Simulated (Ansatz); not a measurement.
Consider the ligand exchange at a B–C bond: `CB(N)C=[Se]` + H₂Te → `CB(N)[TeH]` + `C=[Se]`.

Isolated molecules relaxed with PBE0-D4/def2-TZVP in Ansatz; ΔE leaves out vibrations. CCSD(T)/CBS is the MP2 limit (def2-TZVPP, def2-QZVPP) plus CCSD(T) − MP2 in def2-TZVPP, frozen cores. def2 core potentials past Kr. For Se, Te outer-core shells are correlated without core-valence functions, which leaves a few kJ/mol of doubt a bond. Scalar relativity is left out up to krypton. One conformer a species, not always the lowest.

```json
{"level": "MP2/def2-TZVPP", "ΔE (kJ/mol)": "-32.1"}
{"level": "CCSD(T)/def2-TZVPP", "ΔE (kJ/mol)": "-26.9"}
```

Q: What does CCSD(T)/CBS give? (Best estimate.)

A: The calculation gave: -31.4 kJ/mol. The listed levels differ from it by -0.7, 4.5 kJ/mol.

Largest T1 diagnostic among the species: 0.015.
